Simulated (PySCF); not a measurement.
Nuclear quadrupole coupling in `O=C=PCc1ccccc1`

C8H7OP.
SMILES with atom numbers: `[O:1]=[C:2]=[P:3][CH2:4][c:5]1[cH:6][cH:7][cH:8][cH:9][cH:10]1` (hydrogens: H11, H12 on C4; H13 on C6; H14 on C7; H15 on C8; H16 on C9; H17 on C10)

Geometry (GFN2-xTB, Å), atoms numbered from 1 in this order:
```xyz
17
C8H7OP angstrom
O      2.607    0.678    1.879
C      2.578   -0.195    1.113
P      2.633   -1.524    0.152
C      1.416   -0.880   -1.164
C      0.192   -0.289   -0.552
C      0.055    1.089   -0.434
C     -1.071    1.635    0.155
C     -2.072    0.809    0.638
C     -1.942   -0.565    0.528
C     -0.817   -1.110   -0.061
H      1.176   -1.759   -1.768
H      1.949   -0.161   -1.788
H      0.835    1.738   -0.809
H     -1.165    2.707    0.239
H     -2.949    1.236    1.101
H     -2.719   -1.214    0.904
H     -0.711   -2.183   -0.142
```

Field gradients from the PBE0/pcSseg-1 density (PySCF, non-relativistic), principal values in atomic units, ordered |Vxx| ≤ |Vyy| ≤ |Vzz|:

| atom | Vxx | Vyy | Vzz |
| --- | --- | --- | --- |
| O1 | 0.1142 | 0.6623 | -0.7764 |

**Question.** Find the asymmetry η = (Vxx − Vyy)/Vzz and the couplings χ = eQV/h (234.96 MHz × Q in barn × V in au), with Q(17O) = −0.0256 b.

**Answer.** 
```csv
atom,environment,nucleus,η,χzz (MHz),χxx (MHz),χyy (MHz)
O1,oxygen bonded to C,17O,0.71,4.670,-0.687,-3.984
```

The tensor is traceless: Vxx + Vyy + Vzz = 0.

**Question.** What is Vzz at O1 in SI units (1 au = 9.71736 × 10²¹ V/m²)?

**Answer.** -0.7764 au = -7.545 × 10²¹ V/m².

Were the hydrogens deuterons (Q(2H) = 0.00286 b), χzz would run from 203 kHz (H11) to 220 kHz (H15, H16 and H14).

The structure is a single GFN2-xTB conformer in the gas phase; no vibrational or solvent corrections. GFN2-xTB bond lengths can be off by several hundredths of an ångström, more for odd bonds, and the gradients follow them. With so small a basis the couplings can be 20 % off.

The run behind these numbers computed NMR shieldings as well. On an Arm Neoverse N1 with one thread, shared host with 64 logical CPUs at a one-minute load of 60, this took 98 s wall (grids of density and orbitals included) and 0.95 GiB of memory at its peak.
